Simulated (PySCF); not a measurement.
## NbO₂Cl: one-bond stretch

These are results of B3LYP/[Nb def2-SVP with ECP28, O def2-SVP, Cl def2-SVP], scalar-relativistic core potentials, density fitting, no spin–orbit coupling, PySCF, not measurements.

Rigid scan from the singlet minimum (Nb–Cl 2.350 Å, Nb–O 1.712 Å (×2); Cl–Nb–O 115.1° (×2), O–Nb–O 107.0°). Coordinate: the bond from Nb to the last atom (Cl) scaled, the rest fixed. Energies in kJ/mol from the minimum.

(1) Predict the curve at 0.92, 0.96, 1.00, 1.05, 1.12, 1.20, 1.35, 1.55, 1.80, 2.20.

Results:

(1) 
```csv
scale of one bond,E (kJ/mol),dipole size (D)
0.92,32.1,4.57
0.96,7.0,4.47
1.00,0.0,4.42
1.05,8.2,4.43
1.12,38.8,4.57
1.20,87.2,4.86
1.35,185.7,5.57
1.55,297.8,–
1.80,392.2,–
2.20,469.5,–
```

At long bonds a restricted determinant can lie too high, and another spin state can fall below this curve.

Other isomers or separated fragments may lie lower.

The scan took 18 s on 2 threads of a shared Arm Neoverse V2 host; the process peaked at 0.9 GiB. Launch command: `OMP_NUM_THREADS=2 python axn.py task.json out`.
